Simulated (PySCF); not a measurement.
# How methods differ on the excitation energy of Mo²⁺

Mo²⁺ [Kr] 4d4 (5D) → Mo²⁺ [Kr] 4d3 5s1 (5F), as a difference of total energies. Calculation: PySCF 2.14, in def2-TZVPPD with the def2 core potential (28 electrons); a scalar-relativistic core potential. Correlated levels: valence: 4s2 4p6 frozen; valence and next inner shell: nothing frozen outside the core potential. The calculations carry no spin-orbit coupling.

```json
{"method": "UHF", "excitation energy (eV)": "3.922"}
{"method": "LDA", "excitation energy (eV)": "3.712"}
{"method": "PBE", "excitation energy (eV)": "3.761"}
{"method": "PBE0", "excitation energy (eV)": "3.962"}
{"method": "r2SCAN", "excitation energy (eV)": "3.731"}
{"method": "BP86", "excitation energy (eV)": "3.730"}
{"method": "wB97M-V", "excitation energy (eV)": "4.013"}
{"method": "B3LYP", "excitation energy (eV)": "3.757"}
{"method": "CAM-B3LYP", "excitation energy (eV)": "3.840"}
{"method": "MP2 (valence)", "excitation energy (eV)": "4.099"}
{"method": "SCS-MP2 (valence)", "excitation energy (eV)": "3.981"}
{"method": "MP2 (valence and next inner shell)", "excitation energy (eV)": "4.007"}
{"method": "SCS-MP2 (valence and next inner shell)", "excitation energy (eV)": "3.958"}
```

**Question.** How much does correlation contribute at MP2 (valence and next inner shell)?

**Answer.** 4.007 − (3.922) = 0.085 eV, measured against UHF.
